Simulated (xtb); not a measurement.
In(Cl)(Me)2 (C2H6ClIn), SMILES [CH3][In]([CH3])[Cl]. All values are semi-empirical tight-binding results from xtb (GFN2-xTB unless named), good for trends rather than for accurate numbers. Geometry: GFN2-xTB. The structure was generated by enumeration; whether it is a known compound was not checked.

For metal compounds this method's bond lengths and energies can be far off.

| Item | Value |
|---|---|
| orbital gap | 3.45 eV |
| zero-point energy | 42.8 kcal/mol |
| G − E(el) at 298.15 K (modified RRHO) | 20.8 kcal/mol |
